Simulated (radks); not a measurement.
Values are calculated unless marked as measured or tabulated.
Problem. These are the eigenvalues of the occupied orbitals of an atom or ion with whole-number occupations (Ry). Level of theory: scalar-relativistic Kohn-Sham, r2SCAN, spin-polarised, spherical densities, finite nucleus; meta-GGA in the generalised Kohn-Sham scheme; Fermi nuclear charge, rms radius of each element as measured or else 0.836 A^(1/3) + 0.57 fm (a radial shooting solver on a logarithmic mesh with Libxc functionals).

| orbital | eigenvalue |
|---|---|
| 1s down | -4655.288 |
| 1s up | -4655.287 |
| 2s up | -795.9181 |
| 2s down | -795.9076 |
| 2p up | -700.2397 |
| 2p down | -700.2314 |
| 3s up | -182.7824 |
| 3s down | -182.6793 |
| 3p up | -153.9317 |
| 3p down | -153.8276 |
| 3d up | -119.2247 |
| 3d down | -119.1409 |
| 4s up | -38.47704 |
| 4s down | -38.27106 |
| 4p up | -28.93315 |
| 4p down | -28.73163 |
| 4d up | -16.42122 |
| 4d down | -16.22061 |
| 5s up | -5.99048 |
| 5s down | -5.84361 |
| 5p up | -3.63897 |
| 5p down | -3.48563 |
| 4f up | -2.62920 |
| 4f down | -2.43045 |
| 5d up | -0.96668 |
| 6s up | -0.93894 |
| 6s down | -0.86251 |

Which element is it, and in what charge state? The configuration may be excited. Open shells, if any, are filled with parallel spins first.

Solution. Z = 71, lutetium, charge +1: Lu+ in [Xe] 4f12 5d2 6s2. The list shows which subshells hold electrons but not how many an open one holds; the 1s level, -2327.6 hartree, gives Z - s = 68.2 by -(Z - s)^2/2, which with screening and relativity narrows Z to a few neighbours, and the depths of the outer levels then fix element, charge and occupations together.
